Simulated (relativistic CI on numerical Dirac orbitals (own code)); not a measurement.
# Os2+: what numerical and physical settings do to a radial Dirac CI calculation

Reference input:

```
atom Os  Z=76  charge=2  electrons=74
nucleus A=192  rms_radius_fm=5.4126
hamiltonian dirac-coulomb  breit=on  qed=on  c_scale=1
orbitals kli  potential=per-configuration
slater_scale 1
correlation none
mixing on
grid step=0.0125 r_max=86.5
scf mixing=0.4 start=green max_iterations=150 tolerance=2e-08 node_fill=0.05
configurations
  [Xe] 4f14 5d6
  [Xe] 4f14 5d5 6s
  [Xe] 4f14 5d4 6s2
end
```

Computed lowest total energy -17238.56607 Ha, first excitation 537.9 cm⁻¹, 38 SCF steps. Runs with settings changed; * marks those that are bad on purpose (the QED terms keep the true α when c is scaled):

```tsv
Changed	Outcome	Lowest level	ΔE (Ha)	First excitation (cm⁻¹)	SCF steps	Message
grid step 0.04, SCF mixing 0.7	converged	5d5 6s 7S_3	0.000797	537.8	37	
QED terms off	converged	5d5 6s 7S_3	-12.9	803.9	38	
grid step 0.008	converged	5d5 6s 7S_3	-0.000135	537.9	38	
speed of light × 10, Breit term off, SCF mixing 0.7	converged	5d6 5D_4	947	33.5	34	
Slater scale -1 *	converged	5d6 1S_0	-0.148	17459.7	38	
grid step 0.002 *	refused				0	the grid has 9138 points, outside 40 to 4096
```

With so few configurations and no correlation the model can put configurations in the wrong order; the tabulated ground configuration is [Xe] 4f14 5d6.
